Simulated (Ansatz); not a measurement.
A structure relaxed at PBE0-D4/def2-TZVP, charge 0, multiplicity 1:

```xyz
10

N     1.5519    0.7161   -0.7426
Si    0.0980    0.4736    0.0710
Cl   -0.3262    2.2426    1.0108
C    -0.6727   -1.0264    0.7516
N    -1.0762   -0.4965   -0.6155
H     1.9328    0.0279   -1.3685
H     2.1921    1.4511   -0.5004
H    -0.2505   -2.0297    0.7306
H    -1.4055   -0.9012    1.5501
H    -2.0436   -0.4576   -0.8872
```

Problem. Give its formula and SMILES.

Solution. CH5ClN2Si, `N[Si]1(Cl)CN1`.

Problem. Summarise the bond lengths by kind.

Solution. 2 × N–Si 1.671 to 1.684 Å; 3 × H–N 1.004 to 1.006 Å; 1 × Cl–Si 2.048 Å; 1 × C–Si 1.819 Å; 1 × C–N 1.521 Å; 2 × C–H 1.089 to 1.091 Å.

Program: Ansatz 0.2.0.
